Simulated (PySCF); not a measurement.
A geometry optimisation, step by step.

Compound: AsH6NSi.
Numbering: `[NH2:1][SiH2:2][AsH2:3]` (hydrogens: H4, H5 on N1; H6, H7 on Si2; H8, H9 on As3)

Computed by this run: PBE0-D3(BJ)/def2-SVP geometry optimisation, gas phase (PySCF 2.14.0); density fitting, grid level 1; the optimiser is geomeTRIC in internal coordinates, started from a GFN2-xTB structure with every atom displaced at random (about 0.01 Å). The frame can shift and turn from step to step; on so coarse a grid that alone can change the energy by a few meV, and forces under 0.02 eV/Å are noise.

Step 0: E = -70283.7482 eV, largest atomic force 1.786 eV/Å
```
atom  x, y, z in Å  |  force x, y, z in eV/Å
N1     -1.378    0.705   -0.095   -1.231   0.993  -0.830
Si2    -0.233   -0.460    0.356   -0.048  -0.228   0.482
As3     1.629    0.021   -0.934    0.657   0.147  -0.033
H4     -1.473    0.957   -1.079    0.033  -0.075   0.239
H5     -2.305    0.709    0.334    0.313   0.023  -0.007
H6     -0.111   -0.279    1.809    0.312  -0.121   0.535
H7     -0.654   -1.855    0.132    0.068  -0.605  -0.153
H8      2.503   -0.941   -0.148    0.039  -0.256  -0.101
H9      2.080    1.126    0.019   -0.143   0.120  -0.133
```

Step 1: E = -70283.8572 eV, largest atomic force 0.484 eV/Å
```
atom  x, y, z in Å  |  force x, y, z in eV/Å
N1     -1.436    0.760   -0.139    0.174  -0.188   0.411
Si2    -0.260   -0.417    0.365    0.108  -0.124  -0.073
As3     1.683    0.009   -0.926   -0.021  -0.001   0.053
H4     -1.631    0.841   -1.125   -0.055   0.038  -0.320
H5     -2.295    0.831    0.394   -0.075   0.050   0.028
H6     -0.012   -0.275    1.834   -0.109   0.085  -0.051
H7     -0.596   -1.871    0.133   -0.024   0.117  -0.008
H8      2.492   -1.028   -0.152   -0.023  -0.016  -0.019
H9      2.112    1.131    0.010    0.025   0.041  -0.019
```

Step 2: E = -70283.8639 eV, largest atomic force 0.057 eV/Å
```
atom  x, y, z in Å  |  force x, y, z in eV/Å
N1     -1.432    0.750   -0.133   -0.018  -0.053  -0.008
Si2    -0.255   -0.424    0.363    0.043   0.003  -0.021
As3     1.688    0.009   -0.922   -0.020  -0.001   0.039
H4     -1.625    0.842   -1.126   -0.007   0.013   0.033
H5     -2.292    0.830    0.401    0.017   0.027  -0.017
H6     -0.041   -0.263    1.833   -0.029   0.021   0.013
H7     -0.603   -1.869    0.128    0.011   0.006  -0.015
H8      2.492   -1.032   -0.150    0.002  -0.009  -0.010
H9      2.125    1.140    0.002    0.001  -0.006  -0.014
```

Step 3: E = -70283.8647 eV, largest atomic force 0.059 eV/Å
```
atom  x, y, z in Å  |  force x, y, z in eV/Å
N1     -1.432    0.746   -0.135   -0.016  -0.033  -0.046
Si2    -0.254   -0.425    0.364    0.001   0.030   0.011
As3     1.689    0.006   -0.918   -0.011  -0.005   0.013
H4     -1.625    0.843   -1.127   -0.001   0.008   0.026
H5     -2.291    0.835    0.399    0.018   0.017   0.002
H6     -0.057   -0.256    1.835   -0.008  -0.001   0.007
H7     -0.598   -1.869    0.125    0.012  -0.011  -0.009
H8      2.494   -1.037   -0.150    0.000  -0.003  -0.004
H9      2.130    1.139    0.002    0.006  -0.002   0.000
```

Step 4: E = -70283.8653 eV, largest atomic force 0.051 eV/Å
```
atom  x, y, z in Å  |  force x, y, z in eV/Å
N1     -1.434    0.741   -0.142   -0.008  -0.018  -0.047
Si2    -0.255   -0.425    0.365   -0.028   0.032   0.021
As3     1.691    0.003   -0.910    0.003   0.005  -0.008
H4     -1.625    0.845   -1.133    0.005   0.000   0.009
H5     -2.289    0.846    0.394    0.013   0.009   0.015
H6     -0.075   -0.249    1.838    0.004  -0.012  -0.001
H7     -0.590   -1.870    0.123    0.006  -0.011   0.002
H8      2.494   -1.044   -0.147    0.000  -0.002   0.003
H9      2.139    1.135    0.006    0.005  -0.004   0.006
```

Step 5: E = -70283.8656 eV, largest atomic force 0.035 eV/Å
```
atom  x, y, z in Å  |  force x, y, z in eV/Å
N1     -1.435    0.738   -0.152   -0.004  -0.006  -0.025
Si2    -0.258   -0.423    0.366   -0.028   0.016   0.012
As3     1.693    0.001   -0.901    0.011   0.008  -0.016
H4     -1.625    0.844   -1.143    0.006  -0.005  -0.005
H5     -2.285    0.861    0.388    0.008   0.005   0.015
H6     -0.091   -0.244    1.840    0.007  -0.010  -0.004
H7     -0.584   -1.871    0.124   -0.001  -0.004   0.007
H8      2.492   -1.053   -0.142   -0.001  -0.001   0.005
H9      2.149    1.129    0.016    0.003  -0.003   0.010
```

Step 6: E = -70283.8659 eV, largest atomic force under 0.02 eV/Å
```
atom  x, y, z in Å  |  force x, y, z in eV/Å
N1     -1.436    0.736   -0.165    0.000   0.005   0.000
Si2    -0.261   -0.420    0.366   -0.011  -0.006  -0.001
As3     1.697   -0.001   -0.892    0.012   0.009  -0.011
H4     -1.625    0.840   -1.155    0.002  -0.007  -0.011
H5     -2.279    0.879    0.379    0.002   0.002   0.006
H6     -0.105   -0.238    1.841    0.005  -0.001  -0.003
H7     -0.581   -1.870    0.126   -0.006   0.003   0.007
H8      2.488   -1.063   -0.136   -0.002  -0.002   0.004
H9      2.160    1.119    0.031   -0.001  -0.003   0.008
```

**Question.** Summarise the path.

**Answer.** The energy falls by 0.1177 eV from step 0 to step 6; nine tenths of that is first reached at step 1. It falls at every step. The largest force goes from 1.786 to under 0.02 eV/Å. Among the bonds Si2–As3 changes most, from 2.316 to 2.365 Å; the atoms move by 0.109 Å rms after alignment.

The cost below is that of the whole optimisation. On an Arm Neoverse N1 with one thread, no GPU, on a shared host, this took 31 s of wall time and 0.39 GiB of memory at its peak.
